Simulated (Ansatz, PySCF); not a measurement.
Noncovalent pair: H2S (SMILES S) (first 3 atoms) with AsH3 (SMILES [AsH3]); geometry from B3LYP-D3(BJ)/def2-TZVP.
(charge 0, multiplicity 1):
```xyz
7

S     -0.280     0.379     0.356
H     -0.425    -0.956     0.347
H      1.006     0.291     0.732
As    -0.040    -0.637     3.978
H     -1.509    -0.878     3.659
H     -0.247     0.868     4.083
H     -0.266    -0.837     5.475
```

Basis-set superposition error: the interaction energy with monomers in their own basis, and in the dimer's basis (counterpoise).

Codes used: Ansatz (a first-principles code) with Gaussian orbitals; PySCF for 6-31G* rows. 

```csv
level,uncorrected (kJ/mol),counterpoise (kJ/mol),difference
HF/def2-SVPD,1.4,2.7,1.3
SVWN5/def2-TZVPPD,-10.5,-10.0,0.5
PBE/def2-TZVPPD,-2.9,-2.5,0.4
BLYP/def2-TZVPPD,2.6,3.0,0.5
B2PLYP/def2-TZVPPD,-1.8,-1.1,0.7
MP2/6-31G*,-3.8,-0.5,3.4
SCS-MP2/def2-SVPD,-6.2,-2.0,4.1
CCSD/def2-TZVPPD,-3.8,-2.6,1.2
CCSD(T)/def2-SVPD,-7.1,-2.7,4.3
CCSD(T)/def2-TZVPPD,-4.9,-3.6,1.3
```

The error is largest for CCSD(T)/def2-SVPD (4.3 kJ/mol) and smallest for PBE/def2-TZVPPD (0.4 kJ/mol).
